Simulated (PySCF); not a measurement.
HN, triplet, at a GFN2-xTB geometry. Base run: PBE0/6-31G** (PySCF).

The PySCF input:
```python
from pyscf import gto, scf, dft

mol = gto.M(
    atom='''
N    -0.00000000   -0.00000000   -0.12795743
H     0.00000000    0.00000000    0.89570199
''',
    basis='6-31g**',
    spin=2,
    verbose=4,
)

mf = dft.UKS(mol)
mf.xc = 'pbe0'
mf.kernel()
mo_i, mo_e, stable_i, stable_e = mf.stability(internal=True, external=False, return_status=True, nroots=6, tol=1e-6)
print('internally stable:', stable_i, ' externally stable:', stable_e)
if not stable_i:
    umf = mf.copy()
    umf.scf_summary = {}
    umf.kernel(umf.make_rdm1(mo_i, mf.mo_occ))
```

The bond that is stretched is that between atoms 2 and 1. A test that says stable can miss a lower solution.

Variants of this job, named by their change:

```tsv
change	ΔE vs base (mEh)	<S^2>	stability test says
base	0.000	2.005	internally stable (external not tested)
bond × 1.25	23.962	2.011	internally stable (external not tested)
bond × 1.5	67.948	2.068	internally stable (external not tested)
bond × 1.8	106.5	2.481	internally stable (external not tested)
bond × 2.2	176.8	2.046	internal instability
bond × 3.0	131.9	2.990	internally stable (external not tested)
```

On stretching, the SCF can end on different states; <S^2> shows the spin contamination of each.
